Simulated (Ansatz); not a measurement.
Cartesian coordinates (Å):
```xyz
8

C      2.3316     0.1133     1.1737
N      1.4145     0.2664     0.4403
C      0.3070     0.4457    -0.4393
C     -0.8972    -0.3492    -0.0309
O      0.4024     1.1769    -1.3929
H     -1.7109    -0.1756    -0.7420
H     -0.6412    -1.4184     0.0068
H     -1.2062    -0.0589     0.9843
```
Charge 0, spin multiplicity 1.

The numbers are results of frozen-core CCSD(T)/cc-pVTZ // PBE-D3(BJ)/def2-TZVP in Ansatz (an electronic-structure program), not measurements.

```yaml
HF energy: -244.71335 Ha
MP2 correlation energy: -0.87822 Ha
```

Question: Estimate the CCSD correlation energy, the (T) correction, the total energy and the T1 diagnostic.

Answer: 
The CCSD correlation energy is -0.89496 Ha, the (T) correction is -0.04408 Ha and the CCSD(T) total energy is -245.65240 Ha. The T1 diagnostic comes out as 0.017.
